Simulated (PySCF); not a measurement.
Dipole response of W²⁺ (tungsten, charge +2)

[Xe] 4f14 5d4, high-spin 5D determinant. Computed with PySCF 2.14 in ANO-RCC-VTZP (8s7p5d3f2g1h, 104 functions), with the spin-free X2C one-electron Hamiltonian (Gaussian nucleus). Coupled (time-dependent) response in atomic units; α is the mean over directions. The basis has no added diffuse functions, which lowers α and C₆.

```json
{"method": "PBE0", "mean α (bohr³)": "11.33", "α xx, yy, zz": "10.79, 10.79, 12.41", "C₆ (like pair)": "64.46", "S(−4)": "73.99"}
```

S(−4) is the Cauchy moment in α(ω) = α(0) + S(−4) ω² + …

Spin-orbit coupling is absent.

α(iu) at PBE0:

| u (hartree) | α(iu) (bohr³) |
| --- | --- |
| 0 | 11.33 |
| 0.0500 | 11.15 |
| 0.100 | 10.66 |
| 0.200 | 9.275 |
| 0.300 | 7.964 |
| 0.500 | 6.203 |
| 0.750 | 4.942 |
| 1.00 | 4.097 |
| 1.50 | 2.939 |
| 2.00 | 2.188 |
| 3.00 | 1.338 |
| 5.00 | 0.6608 |

A single London oscillator, α(iu) = α/(1 + u²/ω²), gives C₆ = (3/4) ω α². Matching the computed C₆ needs ω = 4 × 64.46 / (3 × 11.33²) = 0.670 hartree.

For an ion, C₆ is the dispersion term alone; charge-induced terms of lower order in 1/R come first.

The components differ because the open shell of this determinant is not spherical; for a pure term their mean is the scalar polarisability.

Spin-orbit coupling, absent here, splits the open shell strongly.
